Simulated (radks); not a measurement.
Initial-state core-level shifts of the thallium ion Tl2+ when its valence configuration changes from [Xe] 4f14 5d10 6s1. Method: scalar-relativistic Kohn-Sham, SCAN, spin-unpolarised, spherical densities, finite nucleus; meta-GGA in the generalised Kohn-Sham scheme; Fermi nuclear charge, rms radius 5.4759 fm; computed with a radial shooting solver on a logarithmic mesh with Libxc functionals. Shifts are changes of the shell-averaged eigenvalues in eV (positive: less bound); the change of the density at the nucleus, which sets a Mossbauer isomer shift, is in e/bohr^3, on a base of 2.719e+06.

[
 {"valence": "4f13 5d10 6s1 6p1", "1s": "-20.242", "2p": "-21.495", "4d": "-19.518", "5p": "-9.170", "density at nucleus": "+228.6"},
 {"valence": "4f14 5d9 6s1 6p1", "1s": "-6.292", "2p": "-6.456", "4d": "-6.299", "5p": "-5.534", "density at nucleus": "+45.6"},
 {"valence": "4f14 5d10 6p1", "1s": "-1.783", "2p": "-1.736", "4d": "-1.771", "5p": "-1.844", "density at nucleus": "-257.0"},
 {"valence": "4f13 5d10 6s2", "1s": "-18.456", "2p": "-19.746", "4d": "-17.747", "5p": "-7.363", "density at nucleus": "+490.2"},
 {"valence": "4f13 5d9.5 6s2 6p0.5", "1s": "-21.736", "2p": "-23.120", "4d": "-21.016", "5p": "-10.183", "density at nucleus": "+527.9"},
 {"valence": "4f14 5d9 6s2", "1s": "-4.529", "2p": "-4.731", "4d": "-4.551", "5p": "-3.716", "density at nucleus": "+304.0"},
 {"valence": "4f13.5 5d10 6s1.5", "1s": "-9.121", "2p": "-9.757", "4d": "-8.799", "5p": "-3.652", "density at nucleus": "+241.2"},
 {"valence": "4f13.5 5d9.5 6s1.5 6p0.5", "1s": "-12.334", "2p": "-13.056", "4d": "-12.010", "5p": "-6.456", "density at nucleus": "+270.4"},
 {"valence": "4f14 5d9.5 6s1 6p0.5", "1s": "-3.144", "2p": "-3.223", "4d": "-3.150", "5p": "-2.785", "density at nucleus": "+22.2"}
]
